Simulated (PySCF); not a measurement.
Species: C9H9 (doublet state).
Atom-mapped SMILES: `[H]/[C:1]=[C:2]1/[C@@H:3]([C:4](=[CH2:5])[CH3:6])[C@H:7]1[C:8]#[CH:9]` (hydrogens: H10 on C1; H11 on C3; H12, H13 on C5; H14, H15, H16 on C6; H17 on C7; H18 on C9)

Structure used (GFN2-xTB), in Å, numbered top down from 1:
```xyz
18
C9H9 angstrom
C      1.1638   -2.2261   -1.3203
C      1.0014   -1.0239   -1.0115
C      0.1521    0.1929   -0.9596
C     -1.0520    0.2208   -0.0963
C     -1.2136   -0.5957    0.9362
C     -2.0703    1.2514   -0.4831
C      1.5502    0.2781   -0.3681
C      1.7707    0.2872    1.0243
C      1.9638    0.2654    2.2107
H      1.7957   -3.0734   -1.3160
H      0.0312    0.7163   -1.9037
H     -0.4805   -1.3395    1.1939
H     -2.0908   -0.5476    1.5576
H     -2.9209    1.2260    0.1924
H     -1.6294    2.2479   -0.4538
H     -2.4242    1.0722   -1.4984
H      2.3066    0.7818   -0.9602
H      2.1375    0.2723    3.2443
```

The hyperfine couplings belong to this conformer and change with its torsions.

Method used: UKS B3LYP, pcH-1 on C H, non-relativistic, mean-field spin-orbit, GIAO (PySCF 2.14.0). One conformer (not necessarily the lowest) at the GFN2-xTB geometry, without solvent, vibrations or thermal averaging. Couplings are sensitive to structure, and on GFN2-xTB geometries they can be far from those on DFT ones. No stability test was run, so a lower SCF solution isn't excluded.

Problem. Break the g tensor into its mass correction, gauge correction and orbital-Zeeman/spin–orbit terms.

Solution. 
```
                    Δg (ppm)     1     2     3
relativistic mass correction  -153  -153  -153
            gauge correction    14    15   -13
   orbital Zeeman/spin–orbit  -470   129   929
                       total  -609    -9   763
```

So g = 2.00171, 2.00231, 2.00308 and g_iso = 2.00237; the tensor is rhombic: the two nearest values differ by 44 % of g3 − g1. Axes: g1 points within 14° of the C1–C2 bond and g2 points within 12° of the C3–C7 bond.

Problem. What are the electron Larmor frequencies g μB B/h along the three axes at 1200 mT?

Solution. 33.6197, 33.6298, 33.6428 GHz for g1, g2 and g3, a range of 23.0 MHz.

Problem. At 34.042 GHz, how far is the centre of the isotropic spectrum from where a free electron (g = 2.002319) resonates?

Solution. B = hν/(g μB) with μB/h = 13.99624 MHz/mT gives 1214.70 mT for the free electron and 1214.67 mT at g_iso, 0.03 mT lower.

Problem. What effective moment and Curie constant follow for a powder?

Solution. With the mean of g² = 4.0095 and S(S+1) = 0.75: μ_eff = √(⟨g²⟩S(S+1)) = 1.734 μB and χT = 0.12505·⟨g²⟩·S(S+1) = 0.376 cm³ K/mol (cgs; spin-Hamiltonian part alone).

Problem. In a frozen sample, at which fields do the three g values resonate at 9.5, 34, 94 and 263 GHz (hyperfine left aside), and which band first spreads them over more than twice a line width of 0.5 mT?

Solution. 
```csv
band,GHz,B(g3) mT,B(g2) mT,B(g1) mT,spread mT
X,9.5,338.85,338.99,339.09,0.23
Q,34.0,1212.74,1213.21,1213.57,0.83
W,94.0,3352.88,3354.17,3355.17,2.30
J,263.0,9380.92,9384.54,9387.35,6.43
```

The spread grows in proportion to the frequency. W band is the first where it exceeds 1.0 mT.

The largest Mulliken spin populations are on C1 (+0.89), C2 (-0.20), C7 (+0.20) and C9 (+0.09). The positive populations add up to 1.28 and the negative ones to -0.28, together 2S = 1.

The HOMO–LUMO gaps are 5.37 eV among the α and 4.38 eV among the β orbitals.

On one thread, Arm Neoverse V1 (aarch64), shared host with 32 logical CPUs at a one-minute load of 25, this took 2.1 min (with the writing of density and orbital grids) and 1.1 GiB of memory at its peak.
